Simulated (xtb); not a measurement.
Sn(H)(OH)2(NH2) (H5NO2Sn), SMILES [NH2][SnH]([OH])[OH]. All values are semi-empirical tight-binding results from xtb (GFN2-xTB unless named), good for trends rather than for accurate numbers. Coordinates come from a GFN2-xTB optimisation. The structure was generated by enumeration; whether it is a known compound was not checked. One conformer was computed; it need not be the lowest.

For metal compounds this method's bond lengths and energies can be far off.

```
Item                                          Result
-------------------------------------  -------------
orbital gap                                  4.58 eV
zero-point energy                      34.1 kcal/mol
G − E(el) at 298.15 K (modified RRHO)  13.9 kcal/mol
```
